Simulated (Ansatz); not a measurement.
C2H3FSi (`F[SiH]1C=C1`). Charge 0, multiplicity 1.

```xyz
7

F    -0.485    1.851    1.130
Si    0.331    0.800    0.249
C     0.021   -0.951    0.329
C    -0.476   -0.396   -0.793
H     1.634    1.432   -0.015
H     0.014   -1.955    0.738
H    -1.037   -0.781   -1.637
```

(1) What are the harmonic wavenumbers in cm⁻¹ at PBE0-D4/def2-TZVP (Ansatz, finite differences of forces, unscaled)? (An estimate is asked.)

(2) Is this a minimum?

(3) Give the ideal-gas thermochemistry at 298.15 K and 1 bar (rigid rotor, harmonic oscillator; point group Cs, symmetry number 1).

(4) And at 400, 500, 600, 800 and 1000 K?

## Answers

(1) The calculation gave: 281, 295, 627, 676, 753, 772, 853, 930, 979, 1013, 1174, 1513, 2292, 3192, 3211.

(2) Yes, all 15 modes are real.

(3) Zero-point energy 111.0 kJ/mol; H(298) − E = 124.9 kJ/mol; entropy 284.0 J/(mol·K), of which translation 162.6, rotation 101.7, vibration 19.8; G(298) − E = 40.3 kJ/mol.

(4) 
```
T (K)  H − E (kJ/mol)  S (J/mol/K)  G − E (kJ/mol)
  400           132.9        306.9            10.2
  500           142.1        327.3           -21.6
  600           152.3        346.0           -55.3
  800           175.0        378.5          -127.8
 1000           199.9        406.2          -206.3
```
